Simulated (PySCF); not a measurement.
C2H4BFO2, SMILES FB(O)C(C)=O. Atoms are numbered in the order given.

```xyz
10

C     -0.8225     1.8283     0.0000
C      0.2354     0.7581     0.0000
O      1.4315     1.0155     0.0000
B     -0.1415    -0.8158     0.0000
O      0.8739    -1.6854     0.0000
F     -1.4000    -1.2384     0.0000
H     -1.4753     1.7055     0.8814
H     -1.4753     1.7055    -0.8814
H     -0.3676     2.8283     0.0000
H      1.7048    -1.1743     0.0000
```

Coordinates come from a B3LYP-D3(BJ)/def2-SVP optimisation. The structure was generated by enumeration, and PubChem lists no compound with its InChIKey, so it may never have been made. Other conformers were not sampled.

Method: B3LYP-D3(BJ)/def2-SVP run with PySCF.

Harmonic, unscaled wavenumbers; measured fundamentals usually lie a few per cent lower.

```json
[
 {"mode": "1", "ν (cm⁻¹)": "84", "IR (km/mol)": "4.8", "Raman (Å⁴/amu)": "0.1", "depolarisation": "0.75", "moving atoms (share of kinetic energy)": "O 47 %, F 21 %, H 18 %, C 15 %"},
 {"mode": "2", "ν (cm⁻¹)": "135", "IR (km/mol)": "0.3", "Raman (Å⁴/amu)": "0.0", "depolarisation": "–", "moving atoms (share of kinetic energy)": "H 89 %, O 9 %"},
 {"mode": "3", "ν (cm⁻¹)": "175", "IR (km/mol)": "18.9", "Raman (Å⁴/amu)": "0.1", "depolarisation": "0.73", "moving atoms (share of kinetic energy)": "O 28 %, F 27 %, C 25 %, H 17 %"},
 {"mode": "4", "ν (cm⁻¹)": "333", "IR (km/mol)": "15.3", "Raman (Å⁴/amu)": "1.0", "depolarisation": "0.36", "moving atoms (share of kinetic energy)": "O 53 %, H 17 %, C 15 %, F 14 %"},
 {"mode": "5", "ν (cm⁻¹)": "344", "IR (km/mol)": "15.9", "Raman (Å⁴/amu)": "0.9", "depolarisation": "0.75", "moving atoms (share of kinetic energy)": "C 39 %, B 27 %, H 14 %, O 14 %"},
 {"mode": "6", "ν (cm⁻¹)": "441", "IR (km/mol)": "2.6", "Raman (Å⁴/amu)": "1.3", "depolarisation": "0.65", "moving atoms (share of kinetic energy)": "O 38 %, F 25 %, C 19 %, H 11 %"},
 {"mode": "7", "ν (cm⁻¹)": "545", "IR (km/mol)": "16.5", "Raman (Å⁴/amu)": "1.1", "depolarisation": "0.74", "moving atoms (share of kinetic energy)": "O 36 %, C 20 %, F 19 %, H 14 %, B 11 %"},
 {"mode": "8", "ν (cm⁻¹)": "659", "IR (km/mol)": "5.3", "Raman (Å⁴/amu)": "0.0", "depolarisation": "–", "moving atoms (share of kinetic energy)": "B 51 %, H 26 %, C 17 %"},
 {"mode": "9", "ν (cm⁻¹)": "694", "IR (km/mol)": "1.6", "Raman (Å⁴/amu)": "7.7", "depolarisation": "0.12", "moving atoms (share of kinetic energy)": "O 30 %, C 30 %, F 16 %, H 14 %, B 10 %"},
 {"mode": "10", "ν (cm⁻¹)": "749", "IR (km/mol)": "104.6", "Raman (Å⁴/amu)": "1.3", "depolarisation": "0.75", "moving atoms (share of kinetic energy)": "H 90 %"},
 {"mode": "11", "ν (cm⁻¹)": "959", "IR (km/mol)": "4.0", "Raman (Å⁴/amu)": "1.5", "depolarisation": "0.44", "moving atoms (share of kinetic energy)": "H 49 %, C 37 %, O 13 %"},
 {"mode": "12", "ν (cm⁻¹)": "994", "IR (km/mol)": "0.7", "Raman (Å⁴/amu)": "0.8", "depolarisation": "0.75", "moving atoms (share of kinetic energy)": "H 50 %, C 44 %"},
 {"mode": "13", "ν (cm⁻¹)": "1033", "IR (km/mol)": "147.5", "Raman (Å⁴/amu)": "3.7", "depolarisation": "0.75", "moving atoms (share of kinetic energy)": "H 66 %, F 15 %, B 9 %"},
 {"mode": "14", "ν (cm⁻¹)": "1173", "IR (km/mol)": "210.3", "Raman (Å⁴/amu)": "0.9", "depolarisation": "0.71", "moving atoms (share of kinetic energy)": "C 50 %, H 32 %, O 12 %"},
 {"mode": "15", "ν (cm⁻¹)": "1351", "IR (km/mol)": "122.9", "Raman (Å⁴/amu)": "6.8", "depolarisation": "0.64", "moving atoms (share of kinetic energy)": "H 64 %, B 15 %, C 14 %"},
 {"mode": "16", "ν (cm⁻¹)": "1396", "IR (km/mol)": "77.0", "Raman (Å⁴/amu)": "0.7", "depolarisation": "0.41", "moving atoms (share of kinetic energy)": "B 35 %, C 33 %, H 21 %"},
 {"mode": "17", "ν (cm⁻¹)": "1425", "IR (km/mol)": "25.9", "Raman (Å⁴/amu)": "16.3", "depolarisation": "0.72", "moving atoms (share of kinetic energy)": "H 92 %"},
 {"mode": "18", "ν (cm⁻¹)": "1435", "IR (km/mol)": "12.5", "Raman (Å⁴/amu)": "17.7", "depolarisation": "0.75", "moving atoms (share of kinetic energy)": "H 96 %"},
 {"mode": "19", "ν (cm⁻¹)": "1523", "IR (km/mol)": "242.5", "Raman (Å⁴/amu)": "1.0", "depolarisation": "0.07", "moving atoms (share of kinetic energy)": "B 74 %, O 15 %"},
 {"mode": "20", "ν (cm⁻¹)": "1770", "IR (km/mol)": "104.6", "Raman (Å⁴/amu)": "6.1", "depolarisation": "0.33", "moving atoms (share of kinetic energy)": "C 61 %, O 37 %"},
 {"mode": "21", "ν (cm⁻¹)": "3024", "IR (km/mol)": "0.2", "Raman (Å⁴/amu)": "139.4", "depolarisation": "0.00", "moving atoms (share of kinetic energy)": "H 97 %"},
 {"mode": "22", "ν (cm⁻¹)": "3096", "IR (km/mol)": "2.7", "Raman (Å⁴/amu)": "72.6", "depolarisation": "0.75", "moving atoms (share of kinetic energy)": "H 91 %, C 9 %"},
 {"mode": "23", "ν (cm⁻¹)": "3152", "IR (km/mol)": "6.3", "Raman (Å⁴/amu)": "71.0", "depolarisation": "0.71", "moving atoms (share of kinetic energy)": "H 90 %, C 10 %"},
 {"mode": "24", "ν (cm⁻¹)": "3706", "IR (km/mol)": "100.6", "Raman (Å⁴/amu)": "51.2", "depolarisation": "0.14", "moving atoms (share of kinetic energy)": "H 94 %"}
]
```
